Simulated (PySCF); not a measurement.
HP, SMILES [PH], multiplicity 3. Atoms are numbered in the order given.

```xyz
2

P      0.0000     0.0000    -0.0892
H      0.0000     0.0000     1.3386
```
Charge 0, spin multiplicity 3.

Geometry optimised at PBE0-D3(BJ)/def2-TZVPD.

These are PySCF with PBE/pcH-1 values and carry that method's errors.

Unrestricted Kohn–Sham, ⟨S²⟩ = 2.005. Hyperfine tensors hold the contact and dipolar terms, without spin-orbit corrections.

**Question.** Estimate the hyperfine couplings. (Estimate from the structure and the level; the computed values follow.)

**Answer.** 
```
nucleus    A(iso) (MHz)  A(iso) (G)  dipolar principal values (MHz)
---------  ------------  ----------  ------------------------------
31P no. 1         -34.4       -12.3            -322.8, 161.4, 161.4
1H no. 2          -37.6       -13.4                -7.6, -7.6, 15.2
```
